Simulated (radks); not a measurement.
Problem. Excited configurations of Dy IV: one electron is placed in a higher orbital outside [Xe] 4f8. The ground configuration is [Xe] 4f9. Calculated with a radial shooting solver on a logarithmic mesh with Libxc functionals: scalar-relativistic Kohn-Sham, PBE, spin-polarised, spherical densities, finite nucleus; open shells are filled with parallel spins first (spin-orbit coupling, left out, can overturn this in heavy ions); Fermi nuclear charge, rms radius 5.2218 fm. Excitation = E - E(ground); binding = E(ion) - E, where the ion is the core of charge +4; n* = 4/sqrt(2 binding) in atomic units, and the quantum defect is n - n*.

| outer orbital | excitation (eV) | binding (eV) | n* | quantum defect | eigenvalue (eV) | <r> (bohr) |
|---|---|---|---|---|---|---|
| 5d | 9.245 | 32.746 | 2.578 | 2.422 | -27.424 | 2.012 |
| 6d | 25.856 | 16.135 | 3.673 | 2.327 | -14.221 | 4.573 |
| 6f | 32.374 | 9.617 | 4.758 | 1.242 | -8.375 | 7.212 |
| 7d | 31.886 | 10.104 | 4.642 | 2.358 | -8.961 | 7.668 |

Estimate the row for 6s.

Solution. excitation (eV) 12.416; binding (eV) 29.575; n* 2.713; quantum defect 3.287; eigenvalue (eV) -26.107; <r> (bohr) 2.910. The Delta-SCF ionisation energy is 41.991 eV (NIST Atomic Spectra Database: 41.2 eV, semi-empirical). Self-interaction in the functional shifts the binding energies and quantum defects, so they are the method's values and not measured ones. Open shells are spherical and high-spin; term and fine-structure splittings are not resolved. Spin-orbit splitting is averaged out at the scalar-relativistic level.
